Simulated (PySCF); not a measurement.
Spin–spin coupling constants

Geometry:
```csv
atom,x (Å),y (Å),z (Å)
As1,1.064,1.158,0.248
H2,2.002,1.411,-0.926
H3,0.049,2.182,-0.293
O4,0.356,-0.321,-0.507
C5,-0.652,-0.960,0.225
H6,-0.346,-1.199,1.263
H7,-0.888,-1.906,-0.285
H8,-1.585,-0.364,0.275
```

Couplings: B3LYP/pcJ-1 (pcSseg-1 on As) in PySCF 2.14, geometry PBE0-D3(BJ)/def2-SVP; gas phase, one conformer, non-relativistic. Couplings are averaged over pairs made equivalent by symmetry, fast rotation or ring inversion, so a value needn't be that of the named pair in this geometry, while other rotamers aren't included; one pair stands for each set, and the list holds those of at least 0.8 Hz over up to four bonds.

Isotopes: 13C, 1H, 17O. Couplings to quadrupolar nuclei such as 17O and 33S are rarely resolved in practice.

```tsv
pair	bonds	J (Hz)
O4, C5	1	?
C5, H6	1	145.7
H2, H3	2	-10.6
H2, O4	2	-8.3
O4, H6	2	?
H6, H7	2	-10.8
H2, C5	3	6.0
```

Estimate the withheld couplings, with signs.

## Answers


- 1J(O4,C5) = 23.1 Hz (bond length 1.400 Å)
- 2J(O4,H6) = -7.6 Hz (mean over equivalent pairs that range from -16.6 to -2.7 Hz in this conformer)

Relativistic effects of the heavier atoms present are left out.
